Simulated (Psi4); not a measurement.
**MP2, SCS-MP2 and SOS-MP2 from spin components**

System: H4AlClSi (SMILES [SiH3][AlH][Cl]), singlet, at a GFN2-xTB geometry (such geometries of metal compounds can be far from the true shape). Level: MP2/def2-SVP (Psi4). Sums are taken with unrounded values, so a last digit can differ.

Input for Psi4:
```
memory 2 GB

molecule {
0 1
Al   -0.47615046   -0.51840736    0.07675806
Cl    1.17009849   -1.21697860    1.03021898
H    -1.64783597   -1.55140011    0.13725252
Si   -0.70401589    1.61029714   -1.04796356
H    -1.56219610    2.60295777   -0.36892005
H    -1.24289085    1.54530159   -2.42101393
H     0.60742708    2.28691287   -1.18740616
}

set {
  basis def2-svp
  freeze_core true
}

energy('mp2')
print_variables()
```

It gave an SCF energy of -992.420302 Eh, a same-spin correlation energy of -0.059035 Eh and an opposite-spin one of -0.237346 Eh.

Question: Work out the MP2, SCS-MP2 (6/5 and 1/3) and SOS-MP2 (1.3 and 0) correlation and total energies.

Answer: MP2: -0.237346 + (-0.059035) = -0.296380 Eh, total -992.716682 Eh, as the program printed. SCS-MP2: 1.2 × (-0.237346) + (-0.059035)/3 = -0.304493 Eh, total -992.724795 Eh. SOS-MP2: 1.3 × (-0.237346) = -0.308549 Eh, total -992.728851 Eh. Opposite spins carry 80 % of the MP2 correlation; same-spin pairs are already kept apart by exchange.
